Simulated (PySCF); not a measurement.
Identify the unknown among the candidates.

All candidates are C3H7FOSi.

* Polarisability: 66.5 au [wB97X-D/def2-SVPD]
* UV, strongest line: among the 8 lowest singlet transitions: S2 at 7.27 eV (171 nm, f = 0.123) [TDDFT wB97X-D/def2-SVPD]
* NMR, other nuclei: isotropic shieldings of nuclei other than C and H, by class: -332 (1 O), 430 (1 F), 423 (1 Si) ppm [GIAO PBE0/pcSseg-1]
* UV, first state: lowest singlet excitation: 4.41 eV (281 nm, f = 0.001) [TDDFT wB97X-D/def2-SVPD]
* XPS: Si2p3/2 107.2, C1s 291.0, C1s 293.3, C1s 293.6, O1s 538.0, F1s 692.6, Si1s 1846.9 eV [ΔSCF SCAN, pcX-2 on the ionised atom, pcseg-1 elsewhere, spin-free X2C, 2p3/2 from a spin–orbit splitting computed afterwards within the 2p shell]
* Rotational structure: rotational constants A, B, C: 3.305, 2.346, 1.537 GHz [GFN2-xTB]
* 13C NMR: chemical shifts (computed TMS as zero) by class: 201.5 (1 C), 83.7 (1 C), 50.5 (1 C) ppm [GIAO PBE0/pcSseg-1]
* Triplet: lowest triplet excitation (Tamm–Dancoff): 3.87 eV [TDA wB97X-D/def2-SVPD]

The electronic properties come from PySCF, for the isolated species, density fitting. Levels stand in brackets. The structure is a single GFN2-xTB conformer in the gas phase; no vibrational or solvent corrections. NMR classes are plain means over equivalent atoms (diastereotopic ones count apart unless rotation or inversion swaps them), as if these changed places fast.

Question: Which candidate is it?
A. `O=C[C@H]([SiH3])CF`
B. `F[SiH2]OC1CC1`
C. `O[SiH2]/C=C/CF`

Answer: A. It is `O=C[C@H]([SiH3])CF`. Numbering: `[O:1]=[CH:2][C@H:3]([SiH3:4])[CH2:5][F:6]`. Its formula, C3H7FOSi, gives 1 degree of unsaturation: 0 rings and 1 π bond in the structure found. 3 carbons fall into 3 classes; from least to most shielded: aldehyde carbon [C2] (201.5 ppm), sp3 C–F carbon [C5] (83.7 ppm), sp3 carbon bound to silicon [C3] (50.5 ppm). The other shieldings belong to: -332 ppm, aldehyde oxygen [O1]; 430 ppm, alkyl fluorine [F6]; 423 ppm, SiH3 silicon [Si4]. The core levels belong to: Si2p3/2 107.2 eV, SiH3 silicon [Si4]; C1s 291.0 eV, sp3 carbon bound to silicon [C3]; C1s 293.3 eV, sp3 C–F carbon [C5]; C1s 293.6 eV, aldehyde carbon [C2]; O1s 538.0 eV, aldehyde oxygen [O1]; F1s 692.6 eV, alkyl fluorine [F6]; Si1s 1846.9 eV, SiH3 silicon [Si4]. The optimised geometry has point group C1 and is an asymmetric top.

The others, at the same levels:
- `O[SiH2]/C=C/CF` fails: its computed 13C shifts are 150.9 (1 C), 131.2 (1 C), 88.2 (1 C) ppm, core binding energies are Si2p3/2 107.1, C1s 289.9, C1s 290.8, C1s 293.3, O1s 538.6, F1s 692.6, Si1s 1847.0 eV and lowest singlet excitation is 6.76 eV (183 nm, f = 0.020) (against 4.41 eV).
- `F[SiH2]OC1CC1` fails: it has 2 carbon classes against 3; its computed 13C shifts are 49.3 (1 C), 8.6 (2 C) ppm, core binding energies are Si2p3/2 108.2, C1s 290.8 (×2), C1s 292.5, O1s 538.5, F1s 692.3, Si1s 1848.3 eV and lowest singlet excitation is 7.61 eV (163 nm, f = 0.012) (against 4.41 eV).

Each candidate is one conformer, not necessarily the lowest. The conformers computed, where there is a choice (atom-mapped SMILES and torsion angles):
- `[O:1]=[CH:2][C@H:3]([SiH3:4])[CH2:5][F:6]`: O1–C2–C3–Si4 100°, C2–C3–C5–F6 159°
- `[OH:1][SiH2:2]/[CH:3]=[CH:4]/[CH2:5][F:6]`: O1–Si2–C3–C4 9°, C3–C4–C5–F6 1°, H–O1–Si2–C3 60°
- `[F:1][SiH2:2][O:3][CH:4]1[CH2:5][CH2:6]1`: F1–Si2–O3–C4 65°, Si2–O3–C4–C5 156°
